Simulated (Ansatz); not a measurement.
```yaml
crystal:
  periodic: [false, false, false]
  atoms:
    - {symbol: C, position_ang: [-0.743663, 0.795598, -0.267872]}
    - {symbol: C, position_ang: [-1.111588, -0.482352, -0.457775]}
    - {symbol: Si, position_ang: [0.532222, -1.060628, 0.169455]}
    - {symbol: C, position_ang: [0.666549, 0.827932, 0.289236]}
    - {symbol: H, position_ang: [-1.340751, 1.686072, -0.471834]}
    - {symbol: H, position_ang: [-2.059360, -0.834432, -0.843728]}
    - {symbol: H, position_ang: [1.443844, -1.747340, -0.788619]}
    - {symbol: H, position_ang: [0.563018, -1.826609, 1.447301]}
    - {symbol: H, position_ang: [0.741557, 1.266060, 1.287461]}
    - {symbol: H, position_ang: [1.391270, 1.324400, -0.360626]}
basis:
  gaussian: {orbitals: def2-TZVPP}
magnetization: {spin_polarized: true, initial_magnetization: 1}
hamiltonian: {xc: {name: rPW86-PBE}, pseudopotentials: {relativity: scalar}}
accuracy: high
```

```sh
$ ansatz run in.yaml --threads 2 --pin off --events-out ev --progress --plain --max-ram 4352MiB
```

Shortened log:

```
Error: a molecule whose nuclei and cores have a total charge of 38 cannot have a net charge of 0 together with 1 unpaired electrons
```

Problem. Something in this input is off. What?

Solution. The number of unpaired electrons doesn't fit the electron count. The program refused the input.
